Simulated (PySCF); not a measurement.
# Circular dichroism: `C=C1[C@H](C)[C@H]1COC`, C7H12O

Molfile (atoms numbered from 1):
```
C7H12O
     RDKit          3D

 20 20  0  0  0  0  0  0  0  0999 V2000
   -0.9637    2.0680    0.2033 C   0  0  0  0  0  0  0  0  0  0  0  0
   -0.8514    0.7846   -0.0178 C   0  0  0  0  0  0  0  0  0  0  0  0
   -1.4426   -0.4756   -0.4751 C   0  0  2  0  0  0  0  0  0  0  0  0
   -2.5113   -1.1689    0.3371 C   0  0  0  0  0  0  0  0  0  0  0  0
   -0.0091   -0.4196    0.0373 C   0  0  1  0  0  0  0  0  0  0  0  0
    1.1532   -0.5729   -0.9282 C   0  0  0  0  0  0  0  0  0  0  0  0
    2.1489    0.4175   -0.7952 O   0  0  0  0  0  0  0  0  0  0  0  0
    2.8166    0.4045    0.4408 C   0  0  0  0  0  0  0  0  0  0  0  0
   -0.1444    2.6491    0.5958 H   0  0  0  0  0  0  0  0  0  0  0  0
   -1.8779    2.5998   -0.0075 H   0  0  0  0  0  0  0  0  0  0  0  0
   -1.5628   -0.5995   -1.5471 H   0  0  0  0  0  0  0  0  0  0  0  0
   -2.4942   -2.2423    0.1539 H   0  0  0  0  0  0  0  0  0  0  0  0
   -3.4950   -0.7890    0.0667 H   0  0  0  0  0  0  0  0  0  0  0  0
   -2.3575   -0.9935    1.3995 H   0  0  0  0  0  0  0  0  0  0  0  0
    0.1674   -0.8494    1.0184 H   0  0  0  0  0  0  0  0  0  0  0  0
    0.8006   -0.4670   -1.9574 H   0  0  0  0  0  0  0  0  0  0  0  0
    1.6020   -1.5728   -0.8062 H   0  0  0  0  0  0  0  0  0  0  0  0
    2.1512    0.6809    1.2657 H   0  0  0  0  0  0  0  0  0  0  0  0
    3.2490   -0.5828    0.6484 H   0  0  0  0  0  0  0  0  0  0  0  0
    3.6158    1.1395    0.3646 H   0  0  0  0  0  0  0  0  0  0  0  0
  1  2  2  0
  2  3  1  0
  3  4  1  0
  3  5  1  0
  5  6  1  0
  6  7  1  0
  7  8  1  0
  5  2  1  0
  1  9  1  0
  1 10  1  0
  3 11  1  6
  4 12  1  0
  4 13  1  0
  4 14  1  0
  5 15  1  1
  6 16  1  0
  6 17  1  0
  8 18  1  0
  8 19  1  0
  8 20  1  0
M  END
```

Theory: PySCF, TDDFT PBE0/def2-SVPD circular dichroism and optical rotation, one conformer, gas phase. Geometry: GFN2-xTB.

The molecule is flexible and this is one conformer; a measurement averages over conformers. States above about 7.3 eV (minus the energy of the highest occupied orbital) lie near or above the ionisation threshold and depend on the basis.

Assign R or S to each stereocentre.

C3 R, C5 R.

Which excitations and rotatory strengths does the calculation give?

Rotatory strengths R in 10⁻⁴⁰ esu² cm², velocity form and length form (origin at the centre of mass); f in length form.
| state | E (eV) | λ (nm) | f | R (velocity) | R (length) | main |
| --- | --- | --- | --- | --- | --- | --- |
| 1 | 6.17 | 201 | 0.026 | -61.6 | -62.2 | HOMO→LUMO 0.63, HOMO−2→LUMO 0.21 |
| 2 | 6.54 | 190 | 0.025 | +41.9 | +41.7 | HOMO−2→LUMO 0.73, HOMO→LUMO 0.21 |
| 3 | 6.97 | 178 | 0.029 | -8.6 | -8.9 | HOMO→LUMO+1 0.65, HOMO−3→LUMO 0.20 |
| 4 | 7.06 | 176 | 0.019 | +50.1 | +49.9 | HOMO−3→LUMO 0.68, HOMO→LUMO+1 0.21 |
| 5 | 7.12 | 174 | 0.220 | +15.0 | +16.4 | HOMO−1→LUMO 0.72, HOMO→LUMO 0.09 |
| 6 | 7.28 | 170 | 0.050 | -26.5 | -28.7 | HOMO−1→LUMO+1 0.63, HOMO→LUMO+2 0.19 |
| 7 | 7.46 | 166 | 0.010 | +14.8 | +14.8 | HOMO→LUMO+2 0.51, HOMO−1→LUMO+1 0.19 |
| 8 | 7.60 | 163 | 0.011 | +19.0 | +19.5 | HOMO→LUMO+3 0.81 |
| 9 | 7.73 | 160 | 0.018 | -16.7 | -16.1 | HOMO−2→LUMO+1 0.56, HOMO→LUMO+4 0.25 |
| 10 | 7.80 | 159 | 0.009 | +10.9 | +10.8 | HOMO−1→LUMO+2 0.74 |
| 11 | 7.84 | 158 | 0.008 | -12.7 | -12.3 | HOMO→LUMO+4 0.51, HOMO−2→LUMO+1 0.29 |
| 12 | 8.01 | 155 | 0.020 | -15.5 | -15.6 | HOMO−1→LUMO+3 0.39, HOMO−4→LUMO 0.36 |

Among the states computed, the strongest CD band (largest |R|) is state 1. The largest dissymmetry factor in size, g = 4R/(D+G), with D and G the electric and magnetic dipole strengths, is +0.029 for state 4 (velocity form, f = 0.019), among bands with |R| over 0.5. The mirror image has the same energies and oscillator strengths and all R with the opposite sign.
